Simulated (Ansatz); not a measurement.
`C[SiH2][SiH2]O` + H₂O → `C[SiH2]O` + `O[SiH3]` at 298.15 K and 1 bar (formal hydrolysis of the Si–Si bond).

Isolated molecules relaxed with PBE0-D4/def2-TZVP in Ansatz; ΔE leaves out vibrations. CBS: MP2 limit from def2 TZ/QZ plus the TZ coupled-cluster correction, frozen cores. This one scheme is used for every species. One conformer a species, not always the lowest.

| species | CCSD(T)/CBS energy (Eh) | H − E (kJ/mol) | S (J/(mol·K)) |
| --- | --- | --- | --- |
| `C[SiH2][SiH2]O` | -696.24339 | 245.8 | 359.8 |
| H₂O | -76.37941 | 66.4 | 188.7 |
| `C[SiH2]O` | -405.96945 | 193.7 | 296.5 |
| `O[SiH3]` | -366.69042 | 113.6 | 257.8 |

H − E and S are ideal-gas, rigid-rotor, harmonic terms from PBE0-D4/def2-TZVP, for one conformer and one mirror image of each species. 1 Eh = 2625.50 kJ/mol, R = 8.31446 J/(mol·K).

By hand: ΔE, ΔH, ΔS and ΔG.

ΔE = (-405.96945) + (-366.69042) − (-696.24339) − (-76.37941) = -0.03707 Eh = -97.3 kJ/mol. Δ(H − E) = 193.7 + 113.6 − 245.8 − 66.4 = -4.9, so ΔH = -102.2 kJ/mol. ΔS = 296.5 + 257.8 − 359.8 − 188.7 = 5.8 J/(mol·K). ΔG = -102.2 − 298.15 × (5.8)/1000 = -103.9 kJ/mol.

By hand: the equilibrium constant, and the temperature at which ΔG would vanish if ΔH and ΔS stayed fixed.

log₁₀ K = −ΔG/(RT ln 10) = 18.2. ΔH and −TΔS have one sign here, so there is no such temperature. One of them is within its doubt of zero, so this could turn.

The number of gas molecules stays the same, so ΔS is small and ΔH decides. A doubt of 5 kJ/mol in ΔE shifts log₁₀ K by 0.9 here. Other conformers and mirror images would add mixing entropy, several J/(mol·K) or more a flexible species. Modes under 60 cm⁻¹, often nearly free rotors, make the harmonic entropy too high. These are equilibria of isolated gas molecules and say nothing of rates. Largest T1 diagnostic: 0.012 (customary marks: 0.02 for closed shells, 0.045 for open ones).
